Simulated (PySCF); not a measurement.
C3H12BPSi.
SMILES: `CC(C)BP[SiH3]`

The closed-shell SCF was solved with PySCF and density fitting under several settings on one GFN2-xTB geometry (grid level 2 and gas phase unless stated).

```
                                                           settings  basis functions  SCF cycles     E (Eh)  HOMO (eV)  LUMO (eV)  dipole (D)
                                                      PBE0/pcSseg-1              176          12  -776.7426      -7.28      -1.43        0.99
                                                     PBE0/def2-SVPD              224          12  -776.4987      -7.25      -1.44        0.76
                                 PW91/def2-SVPD, start guess huckel              224          15  -776.8222      -6.25      -2.38        0.74
                     B97-D/6-311+G(2d,p), energy threshold 1e-11 Eh              250          13  -777.1675      -6.15      -2.16        0.75
PBE0/IGLO-II, damping 0.3 at the start, DIIS from the seventh cycle              230          12  -776.7922      -7.24      -1.40        0.80
                                                    BHandHLYP/6-31G               86          11  -776.9803      -7.94      -0.02        1.35
```

Question: Estimate the row for these settings: mPW1PW91/6-31++G**, fitting basis def2-universal-jkfit.

Answer: 
```tsv
settings	basis functions	SCF cycles	E (Eh)	HOMO (eV)	LUMO (eV)	dipole (D)
mPW1PW91/6-31++G**, fitting basis def2-universal-jkfit	188	9	-777.2028	-7.23	-1.41	0.93
```

Question: Over all rows, what range does the HOMO–LUMO gap span?

Answer: From 3.87 eV (PW91/def2-SVPD, start guess huckel) to 7.92 eV (BHandHLYP/6-31G). The functional of the narrowest has no exact exchange, that of the widest 50 % exact exchange.

Question: And the dipole moment?

Answer: From 0.74 D (PW91/def2-SVPD, start guess huckel) to 1.35 D (BHandHLYP/6-31G); the largest is 1.82 times the smallest, and the median is 0.80 D.

Question: Compare two rows with the functional PBE0: PBE0/IGLO-II, damping 0.3 at the start, DIIS from the seventh cycle and PBE0/def2-SVPD. Which energy is lower, and by how much?

Answer: PBE0/IGLO-II, damping 0.3 at the start, DIIS from the seventh cycle (230 functions) lies 0.2935 Eh or 184 kcal/mol below PBE0/def2-SVPD (224 functions).

B97-D ran without the empirical dispersion term, which would shift the total energy alone. Cycle counts include a coarse-grid stage where the run had one. All basis functions are spherical, in the Pople sets too.

Shape of the structure used: `[CH3:1][CH:2]([CH3:3])[BH:4][PH:5][SiH3:6]`: C1–C2–B4–P5 131°, C2–B4–P5–Si6 56°.

One conformer stands for the species.
